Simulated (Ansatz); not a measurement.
Reaction (atomization): `COC(=O)c1ccccc1` → 8 C• + 8 H• + 2 O•

Program: Ansatz. Geometries: PBE0-D4/def2-TZVP. ΔE: electronic, gas phase. CBS: MP2 limit from def2 TZ/QZ plus the TZ coupled-cluster correction, frozen cores. This one scheme is used for every species, atoms too. For atomizations the MP2-based limit and the directly extrapolated one differ by several kJ/mol either way, and by 10 to 25 for some Ge, Se and Sn compounds, so smaller differences from it don't rank the levels. DFT in def2-TZVPP. No spin–orbit coupling; open shells (•) take unrestricted orbitals. Spin–orbit coupling would lower the free atoms: a little for C, O. One conformer a species, not always the lowest.

```tsv
level	ΔE (kJ/mol)
revPBE-D4	8638.3
SCS-MP2/def2-QZVPP	8570.8
```

Task: What does CCSD(T)/CBS give? (An estimate is asked.)

Result: Ansatz gave: +8512.9 kJ/mol. The listed levels differ from it by 125.4, 57.9 kJ/mol.

Largest T1 diagnostic among the species: 0.013.

From BLYP to BHLYP (50 % exact exchange), in def2-TZVPP and without D4, ΔE moves by −295.3 kJ/mol: exact exchange takes away binding that semilocal exchange gives to molecules. Leaving LDA and LC-ωPBE aside and taking each functional with its dispersion term where it has one, the values, not all of them listed here, spread over 643.3 kJ/mol, from BHLYP-D4 to PBE-D4. LDA lies +1133.1 kJ/mol from PBE without D4, its usual overbinding. The D4 term adds +76.4 kJ/mol with B3LYP and +40.7 kJ/mol with PBE0; it sums over pairs of atoms, weighted by their polarisabilities, and B3LYP, whose exchange is more repulsive, gets the larger term.

B3LYP here is the variant with VWN-RPA as its local correlation; programs differ in this.
